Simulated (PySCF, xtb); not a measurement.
CH6F2OSi2, SMILES OC([SiH2]F)[SiH2]F. Other conformers were not sampled.

Harmonic wavenumbers (cm⁻¹) from GFN2-xTB (xtb) at its own minimum, in rising order: 42, 45, 95, 148, 188, 263, 268, 306, 496, 534, 581, 591, 652, 705, 730, 746, 772, 812, 843, 865, 1027, 1084, 1129, 1322, 2303, 2315, 2354, 2364, 2924, 3558.

**Question.** What does PBE-D3(BJ)/def2-SVP (PySCF) give at its own minimum? (Estimate from the structure and the level; the computed values follow.)

**Answer.** 51, 57, 101, 143, 207, 260, 265, 302, 524, 561, 676, 718, 748, 788, 832, 840, 871, 899, 910, 943, 997, 1021, 1152, 1330, 2161, 2171, 2174, 2184, 2964, 3680. Paired by order, the mean absolute difference is 66 cm⁻¹ and the zero-point energies are 43.0 and 43.6 kcal/mol.
